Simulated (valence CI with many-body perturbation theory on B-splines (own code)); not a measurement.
La: what the settings do

Calculated by configuration interaction combined with many-body perturbation theory (CI+MBPT): three valence electrons over a frozen Dirac-Fock core [Xe], a basis of 5 s, 5 p, 5 d, 5 f, 2 g functions for each j, with the one-electron correlation potential Σ1 (screened to all orders), the two-electron term Σ2, the three-electron term Σ3, Breit, model QED; selected single and double excitations, second order for the rest, scaled by the run's own slope (own B-spline code, finite nucleus).

Set against measurement, 20 paired levels are off by 534 cm⁻¹ on average, the worst by 1217.

The reference run has the lowest level 5d 6s2 2D_3/2 and an ionisation energy of 5.44586 eV. Its largest variational space holds 8887 state functions.

Names give the largest LS component (configuration and term), which can be under half, so a name can repeat, a term be missing and a line seem to break the LS rules; names also repeat where a configuration has a term twice.

Changed runs:
A. correlating orbitals by l 2 2 3 3 2 → 4 4 0 0 0; shift of the energy in Σ1 (hartree) 0 → 0.05
B. lowest core n in screening and Σ2 3 → 2
C. Breit term on → off; QED terms on → off; scale of Σ1 1 → 0.9
D. start configuration 5d1 6s2 → 5d1 6s3 (bad on purpose)

Excitation energies of the reference run in cm⁻¹, and shifts in cm⁻¹:

```csv
Level,Reference,A,B,C
5d 6s2 2D_5/2,1032,+20,0,+14
5d2 6s 4F_3/2,2092,-122,+0.8,+361
5d2 6s 4F_5/2,2438,-104,+0.8,+355
5d2 6s 4F_7/2,2915,-93,+0.8,+357
5d2 6s 4F_9/2,3553,-65,+0.7,+350
5d2 6s 2F_5/2,6441,+606,+0.8,+344
5d2 6s 4P_1/2,7009,+300,+0.7,+315
5d2 6s 4P_3/2,7274,+313,+0.6,+310
5d2 6s 2F_7/2,7475,+675,+0.8,+342
5d2 6s 4P_5/2,7476,+376,+0.6,+299
5d2 6s 2D_3/2,8220,+738,+0.7,+321
5d2 6s 2P_1/2,8530,+648,+0.9,+438
Ionisation energy (eV),5.44586,+0.08367,+0.00013,+0.01477
```

Run D: It gave no result: a shell was given more electrons than it holds. The program said: "a valence shell holds more than 4l+2 electrons".
